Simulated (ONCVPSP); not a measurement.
Potentials for gold compared

Generated with ld1.x 7.5 (TM, RRKJ, ultrasoft, PAW), atompaw 4.2 or ONCVPSP 4.0.1. The cutoff is in Ry: for ld1.x and atompaw files where the sum of valence levels is converged to 10 mRy in a Bessel basis, for ONCV files where the hardest occupied wave has 1 mHa per electron of residual kinetic energy. The error is the largest all-electron minus pseudo excitation energy over each file’s own four to seven test configurations (ionisations up to +4, promotions, holes and added fractions of an electron), all of which were solved. The labels leave out finer settings (local radius, basis sizes, second energies), which also bear on the numbers. Spin-polarised tests are not counted. The rows are a selection from randomly drawn settings: files with unsolved tests, undetermined cutoffs or missed reference levels are left out.

A true bound ghost makes a file unfit for plane-wave use even where its test errors are small: the radial tests pick states by their node count and pass the ghost by.

```csv
potential,cutoff (Ry),largest error (meV),bound ghosts
"ONCV, PBE, fully relativistic, rc 1.05/1.65/2.10 (spd), local smoothed, core correction yes, reference 5s2 5p6 5d10, qcut 6.4/8.1/6.1, projectors 2/2/2",301,+18,"d5/2, s"
"ONCV, LDA (Perdew-Wang 92), scalar-relativistic, rc 1.70/1.25/1.70 (spd), local smoothed, core correction no, reference 5s2 5p6 5d10 6s1, qcut 7.4/6.5/7.7, projectors 3/3/2",366,-552,p
```

(1) Fill in the row for Au: ONCV, PBE, fully relativistic, rc 1.70/1.80/1.70/0.85 (spdf), local smoothed, core correction no, reference 4f14 5s2 5p6 5d10 6s1, qcut 7.2/9.6/10.3/18.8, projectors 2/2/2/3.

(2) Fill in the row for Au: ONCV, PBEsol, scalar-relativistic, rc 1.40/1.30/2.15 (spd), local smoothed, core correction no, reference 5s2 5p6 5d8, qcut 10.5/12.6/5.9, projectors 2/1/2.

(3) Fill in the row for Au: ONCV, revPBE, scalar-relativistic, rc 1.55/1.65/2.05/2.05 (spdf), local smoothed, core correction yes, reference 5s2 5p6 5d8, qcut 5.8/8.9/6.2/5.2, projectors 2/2/1/2.

## Answers

(1) cutoff 325 Ry, largest error -2.3 meV, bound ghosts: s.

(2) cutoff 97 Ry, largest error +64 meV, bound ghosts: none.

(3) cutoff 42 Ry, largest error +13 meV, bound ghosts: none.
